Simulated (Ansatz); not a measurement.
Isomers of SnP₂H₆Cl₄ (singlet), relaxed with r2SCAN-D4/def2-SVP; total energies from Ansatz at ωB97M-V/def2-TZVP.

```csv
isomer,description,energy (Eh)
A,trans-Sn(PH3)2Cl4 (SnP2H6Cl4),-2741.44544
B,cis-Sn(PH3)2Cl4 (SnP₂H₆Cl₄),-2741.44850
```

In the def2 sets Sn takes a core potential; there is no spin–orbit coupling.

Problem. Work out the relative energies (1 Eh = 2625.5 kJ/mol) and the Boltzmann populations at 298 K from electronic energies alone (R = 8.314 J/mol/K).

Solution. ΔE: A 8.0, B 0.0 kJ/mol. RT = 2.48 kJ/mol. Factors exp(−ΔE/RT): A 0.0397, B 1; sum 1.040. Populations: A 3.8 %, B 96.2 %. Zero-point energy, vibrational entropy and symmetry numbers are left out and can shift these; an error of 4 kJ/mol changes a ratio by a factor of 5.0. Over the other density-functional and correlated levels in def2 sets, the gap between B and A ranges from 3 to 13 kJ/mol.
